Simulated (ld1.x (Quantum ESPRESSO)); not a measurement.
**Configuration tests for Pt (ultrasoft)**

platinum (Pt), ultrasoft, made with ld1.x (Quantum ESPRESSO) 7.5 (LDA (PZ), scalar-relativistic). Core [Kr] 4d10 4f14, reference 5s2 5p6 5d8 6s0 6p0 (charge +2). Waves: 5s (bound): rcut 1.40, rcutus 1.50 bohr; 6s (bound, empty): rcut 1.40, rcutus 1.50 bohr; 5p (bound): rcut 1.40, rcutus 1.60 bohr; 6p (bound, empty): rcut 1.40, rcutus 1.60 bohr; 5d (bound): rcut 1.15, rcutus 1.40 bohr; 5d channel at -1.15 Ry: rcut 1.15, rcutus 1.40 bohr. Local part: all-electron potential smoothed inside 1.50 bohr (lloc = -1). Core correction: none. Augmentation charge: built from norm-conserving waves at rcut, not smoothed further.

Energies are relative to the spin-unpolarised reference configuration 5s2 5p6 5d8 6s0 6p0; without spin polarisation the order of configurations can differ from experiment. Not all tests gave a result: test run stopped at test 7 of 9 (negative rho). The frozen-core shift is the all-electron ΔE with the core orbitals held at their reference shape minus the fully relaxed ΔE.

```
valence configuration  charge  ΔE all-electron (eV)  error AE − PS (meV)  frozen-core shift (meV)
  5s2 5p6 5d9 6s1 6p0       0               -29.804                -2798                     -2.4
  5s2 5p6 5d9 6s0 6p0      +1               -20.259                 +0.9                     +1.6
  5s2 5p6 5d7 6s0 6p0      +3                32.512                  -16                     +5.5
 5s2 5p6 5d10 6s0 6p0       0               -29.750                 +2.1                     +4.4
  5s2 5p5 5d9 6s1 6p0      +1                32.635                -4420                      +73
5s2 5p6 5d9 6s0.5 6p0    +0.5               -25.943                -1584                     -0.7
```

Levels in the configuration 5s2 5p5 5d9 6s1 6p0:

| level | all-electron (eV) | pseudo (eV) |
| --- | --- | --- |
| 5s | -115.499 | -117.498 |
| 5p | -69.114 | -70.906 |
| 5d | -17.663 | -18.991 |
| 6s | -14.528 | -11.148 |

These tests converged, but a pseudo level misses the all-electron one widely, so the file describes the atom poorly there or has found another state: 5s2 5p6 5d9 6s1 6p0: 6s by 2.1 eV; 5s2 5p6 5d9 6s0 6p0: empty 6s by 3.6 eV; 5s2 5p6 5d7 6s0 6p0: empty 6s by 6.2 eV; 5s2 5p6 5d10 6s0 6p0: empty 6s by 2.4 eV; 5s2 5p5 5d9 6s1 6p0: 6s by 3.4 eV; 5s2 5p6 5d9 6s0.5 6p0: 6s by 2.8 eV. A variational frozen-core shift is positive and of second order in the change. This column holds negative values, so the frozen-core run of ld1.x carries numerical noise or an error of first order here, and the column gives no more than the rough size of the effect.

A Bessel basis up to 400 Ry misses an occupied level by 3.35 Ry, so cutoffs and ghosts were not judged.
